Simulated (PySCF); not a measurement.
Members of one series of related molecules.

All values: PBE0/pcSseg-1 (PySCF) at GFN2-xTB geometries, gas phase, one conformer each.

Question: Rank by the lowest Hirshfeld charge on any atom, highest value first.
A. `FCC1=C[C@@]2([SiH3])C=C[C@@H]12`
B. `[H]/N=C\C1=C[C@@]2([SiH3])C=C[C@@H]12`
C. `[C@@]12(C=C[C@@H]2C(=C1)CCl)[SiH3]`
D. `C/N=C/C1=C[C@@]2([SiH3])C=C[C@@H]12`
E. `CC(=O)C1=C[C@@]2([SiH3])C=C[C@@H]12`
F. `[SiH3][C@]12C=C[C@H]1C=C2`

Answer: F (-0.079 e), C (-0.089 e), A (-0.132 e), D (-0.147 e), B (-0.234 e), E (-0.246 e).

All values together:

```csv
SMILES,change,formula,μ (D),HOMO (eV),LUMO (eV),lowest IAO charge (e),highest IAO charge (e),lowest Hirshfeld charge (e),highest Hirshfeld charge (e)
[SiH3][C@]12C=C[C@H]1C=C2,parent,C6H8Si,0.48,-7.02,-0.41,-0.238 (C),+0.601 (Si),-0.079 (C/H),+0.304 (Si)
N#CCC1=C[C@@]2([SiH3])C=C[C@@H]12,H on C replaced by CH2CN,C8H9NSi,3.97,-7.31,-0.75,-0.310 (C),+0.602 (Si),-0.231 (N),+0.310 (Si)
[H]/N=C\C1=C[C@@]2([SiH3])C=C[C@@H]12,H on C replaced by CH=NH,C7H9NSi,2.62,-7.18,-1.52,-0.428 (N),+0.602 (Si),-0.234 (N),+0.310 (Si)
O=COC1=C[C@@]2([SiH3])C=C[C@@H]12,H on C replaced by OCHO,C7H8O2Si,1.77,-7.00,-0.79,-0.427 (O),+0.602 (Si),-0.233 (O),+0.310 (Si)
[SiH3][C@@]12C=C[C@@H]1C(CCl)=C2,H on C replaced by CH2Cl,C7H9ClSi,2.12,-7.13,-0.83,-0.246 (C),+0.601 (Si),-0.089 (Cl),+0.309 (Si)
OCC1=C[C@@]2([SiH3])C=C[C@@H]12,H on C replaced by CH2OH,C7H10OSi,1.50,-7.04,-0.59,-0.546 (O),+0.600 (Si),-0.239 (O),+0.305 (Si)
[SiH3]SC1=C[C@@]2([SiH3])C=C[C@@H]12,H on C replaced by SSiH3,C6H10SSi2,1.23,-6.33,-0.50,-0.226 (C),+0.600 (Si),-0.078 (H),+0.305 (Si)
CC(=S)C1=C[C@@]2([SiH3])C=C[C@@H]12,H on C replaced by C(S)CH3,C8H10SSi,3.26,-6.16,-2.58,-0.433 (C),+0.604 (Si),-0.147 (S),+0.314 (Si)
COCC1=C[C@@]2([SiH3])C=C[C@@H]12,H on C replaced by CH2OCH3,C8H12OSi,1.76,-6.86,-0.36,-0.390 (O),+0.601 (Si),-0.146 (O),+0.305 (Si)
CC(=O)C1=C[C@@]2([SiH3])C=C[C@@H]12,H on C replaced by COCH3,C8H10OSi,3.15,-7.11,-1.76,-0.478 (C),+0.604 (Si),-0.246 (O),+0.313 (Si)
C/N=C/C1=C[C@@]2([SiH3])C=C[C@@H]12,H on C replaced by CH=NMe,C8H11NSi,1.32,-6.79,-1.27,-0.303 (C),+0.601 (Si),-0.147 (N),+0.306 (Si)
FCC1=C[C@@]2([SiH3])C=C[C@@H]12,H on C replaced by CH2F,C7H9FSi,1.88,-7.12,-0.64,-0.331 (F),+0.602 (Si),-0.132 (F),+0.308 (Si)
```

Conformers: `[N:1]#[C:2][CH2:3][C:4]1=[CH:5][C@@:6]2([SiH3:7])[CH:8]=[CH:9][C@@H:10]12` with C2–C3–C4–C5 117°; `[H]/[N:2]=[CH:3]\[C:4]1=[CH:5][C@@:6]2([SiH3:7])[CH:8]=[CH:9][C@@H:10]12` with N2–C3–C4–C5 -173°; `[O:1]=[CH:2][O:3][C:4]1=[CH:5][C@@:6]2([SiH3:7])[CH:8]=[CH:9][C@@H:10]12` with O1–C2–O3–C4 1°, C2–O3–C4–C5 1°; `[SiH3:1][C@@:2]12[CH:3]=[CH:4][C@@H:5]1[C:6]([CH2:7][Cl:8])=[CH:9]2` with C5–C6–C7–Cl8 71°; `[OH:1][CH2:2][C:3]1=[CH:4][C@@:5]2([SiH3:6])[CH:7]=[CH:8][C@@H:9]12` with H–O1–C2–C3 -55°, O1–C2–C3–C4 81°; `[SiH3:1][S:2][C:3]1=[CH:4][C@@:5]2([SiH3:6])[CH:7]=[CH:8][C@@H:9]12` with Si1–S2–C3–C4 1°; `[CH3:1][C:2](=[S:3])[C:4]1=[CH:5][C@@:6]2([SiH3:7])[CH:8]=[CH:9][C@@H:10]12` with C1–C2–C4–C5 -178°; `[CH3:1][O:2][CH2:3][C:4]1=[CH:5][C@@:6]2([SiH3:7])[CH:8]=[CH:9][C@@H:10]12` with C1–O2–C3–C4 -179°, O2–C3–C4–C5 125°; `[CH3:1][C:2](=[O:3])[C:4]1=[CH:5][C@@:6]2([SiH3:7])[CH:8]=[CH:9][C@@H:10]12` with C1–C2–C4–C5 -174°; `[CH3:1]/[N:2]=[CH:3]/[C:4]1=[CH:5][C@@:6]2([SiH3:7])[CH:8]=[CH:9][C@@H:10]12` with N2–C3–C4–C5 178°; `[F:1][CH2:2][C:3]1=[CH:4][C@@:5]2([SiH3:6])[CH:7]=[CH:8][C@@H:9]12` with F1–C2–C3–C4 125°.

Give the shifts from the parent, `[SiH3][C@]12C=C[C@H]1C=C2`.

```
                               SMILES  change in μ (D)  change in HOMO (eV)  change in LUMO (eV)
    N#CCC1=C[C@@]2([SiH3])C=C[C@@H]12            +3.49                -0.29                -0.34
[H]/N=C\C1=C[C@@]2([SiH3])C=C[C@@H]12            +2.14                -0.16                -1.11
    O=COC1=C[C@@]2([SiH3])C=C[C@@H]12            +1.29                +0.02                -0.38
     [SiH3][C@@]12C=C[C@@H]1C(CCl)=C2            +1.64                -0.11                -0.42
      OCC1=C[C@@]2([SiH3])C=C[C@@H]12            +1.02                -0.02                -0.18
 [SiH3]SC1=C[C@@]2([SiH3])C=C[C@@H]12            +0.75                +0.69                -0.09
  CC(=S)C1=C[C@@]2([SiH3])C=C[C@@H]12            +2.78                +0.86                -2.17
     COCC1=C[C@@]2([SiH3])C=C[C@@H]12            +1.28                +0.16                +0.05
  CC(=O)C1=C[C@@]2([SiH3])C=C[C@@H]12            +2.67                -0.09                -1.35
  C/N=C/C1=C[C@@]2([SiH3])C=C[C@@H]12            +0.84                +0.23                -0.86
      FCC1=C[C@@]2([SiH3])C=C[C@@H]12            +1.40                -0.10                -0.23
```
